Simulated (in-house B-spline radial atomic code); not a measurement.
Computed with a B-spline radial atomic code. Model: two electrons, singlet ground state, non-relativistic, full CI in B-splines with partial waves to l = 8 (at full coupling up to 3e-4 hartree above the limit, correlation up to 0.6 % small), density held at that of full coupling by Lieb maximisation.

Along the adiabatic connection the electron repulsion is scaled by a coupling λ while a local potential keeps the density fixed. At λ = 0 the system is the Kohn-Sham one and W equals the exchange energy; the exchange-correlation energy is the area under W between 0 and 1. The kinetic energy rises with λ as the electrons avoid each other, with dT/dλ = −λ dW/dλ.

Command:
```bash
python run_ac.py task.json out
```
Settings (lengths in bohr, energies in hartree):
```
potential              coulomb
strength               2.5
lmax                   8
```

Time taken, with all properties: 13 s on 1 thread of Intel(R) Xeon(R) Processor @ 2.30GHz (shared host).

**W = mean repulsion less Hartree energy, and W of three functionals.**

Given: confinement point charge; nuclear charge 2.5; external potential -Z/r.

Computed: PBE exchange minus exact 18.607 millihartree; SCAN exchange minus exact -4.8137 millihartree.

| coupling | W xc (hartree) | W xc minus exchange (millihartree) | kinetic minus Kohn-Sham (millihartree) | LDA (PW92) W minus its exchange (millihartree) | PBE W minus its exchange (millihartree) | SCAN W minus its exchange (millihartree) |
| --- | --- | --- | --- | --- | --- | --- |
| 0 | -1.338 | 0 | 0 | 0 | 0 | 0 |
| 0.02 | -1.3399 | -1.9 | 0.02 | -12.5 | -1.8 | -1.83 |
| 0.05 | -1.3427 | -4.726 | 0.12 | -25.79 | -4.54 | -4.51 |
| 0.12 | ? | ? | ? | ? | ? | ? |
| 0.25 | -1.3608 | -22.85 | 2.82 | -83.88 | -22.74 | -21.34 |
| 0.4 | -1.3737 | -35.673 | 6.97 | -115.02 | -35.96 | -33.04 |
| 0.6 | ? | ? | ? | ? | ? | ? |
| 0.8 | -1.405 | -66.996 | 25.64 | -177.81 | -68.77 | -61.25 |
| 1 | -1.4192 | -81.26 | 38.46 | -202.82 | -83.84 | -74.02 |
| 1.4 | -1.4454 | -107.37 | 69.69 | -245.13 | -111.55 | -97.39 |
| 2 | -1.4794 | -141.39 | 127.24 | -295.82 | -147.94 | -127.99 |
| 3 | -1.5254 | -187.45 | 241.44 | -359.86 | -197.91 | -170.09 |
| 4.5 | -1.5771 | -239.12 | 433.06 | -428.87 | -255.62 | -218.77 |
| 7 | -1.6353 | -297.27 | 761.95 | -506.64 | -324.12 | -276.08 |
| 10 | -1.6801 | -342.09 | 1138.1 | -568.93 | -380.86 | -322.18 |

Question: What belongs in the row 0.12?

Answer: W xc (hartree): -1.3492; W xc minus exchange (millihartree): -11.209; kinetic minus Kohn-Sham (millihartree): 0.67; LDA (PW92) W minus its exchange (millihartree): -49.82; PBE W minus its exchange (millihartree): -10.95; SCAN W minus its exchange (millihartree): -10.59.

Question: What belongs in the row 0.6?

Answer: W xc (hartree): -1.3898; W xc minus exchange (millihartree): -51.829; kinetic minus Kohn-Sham (millihartree): 15.03; LDA (PW92) W minus its exchange (millihartree): -149.1; PBE W minus its exchange (millihartree): -52.82; SCAN W minus its exchange (millihartree): -47.64.

Question: What is the LDA exchange minus exact?

Answer: 186.14 millihartree.

**Energy parts, natural occupations and partial-wave weights.**

Computed: total energy -4.8418 hartree; exchange energy -1.338 hartree; correlation energy -0.042799 hartree; kinetic part of the DFT correlation energy 0.038461 hartree; kinetic part over minus potential part 0.47331; Hartree energy 2.676 hartree; Lieb Oxford ratio E_xc over LDA exchange 1.1988.

```csv
natural,occupation of the shell (electrons)
s,1.9903
p,?
s,0.0042427
d,0.00022445
p,0.00016708
s,7.8559e-05
```

Question: What belongs in the row p?

Answer: occupation of the shell (electrons): 0.0049256.

```tsv
wave	weight
s	0.9973
p	?
d	0.0001257
f	1.7552e-05
g	4.0635e-06
```

Question: What belongs in the row p?

Answer: weight: 0.0025545.

Question: What is the Kohn-Sham kinetic?

Answer: 4.8031 hartree.

Question: What is the initial slope twice GL2?

Answer: -0.095341 hartree.

Half-way to full coupling W has made 54 % of its drop, against 50 % for a straight line, and second-order (GL2) theory, half the initial slope, overshoots the correlation energy by about 11 %: a moderate bend, as in light atoms. Over couplings 0 to 1 the errors in E_xc come to about +105 millihartree for LDA, +18 millihartree for PBE, -1.4 millihartree for SCAN, so SCAN is nearest. In LDA and PBE and SCAN the errors of exchange and correlation have opposite signs, so the sum is smaller than the larger of the two.
